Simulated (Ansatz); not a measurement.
Frontier orbitals of `F[B]1[SiH2][SnH2]1`.

The species carries charge 0 and has multiplicity 1. Correlated methods include outer-core shells of Sn, which these sets cover unevenly. Sn: def2 effective core potential. All single points use the PBE0-D4/def2-TZVP geometry. Basis def2-TZVPP, the Gaussian-basis code of Ansatz.

Orbital energies of one run (eV). Highest occupied ones, from the top: -6.11, -6.69, -8.76, -9.82, -10.81, -12.69, -12.97, -13.50, -14.97, -16.19, -27.86, -27.89, -27.94, -27.98. Empty: -2.32, -1.47, -0.77, -0.17, 0.49, 1.13.

Question: Which functional gave them?
A. ωB97M-V
B. r2SCAN0
C. HSE06 (plane-wave form)
D. revPBE

Answer: C. HOMO energies: HSE06 -6.11, ωB97M-V -8.33, revPBE -5.58, r2SCAN0 -6.62 eV.
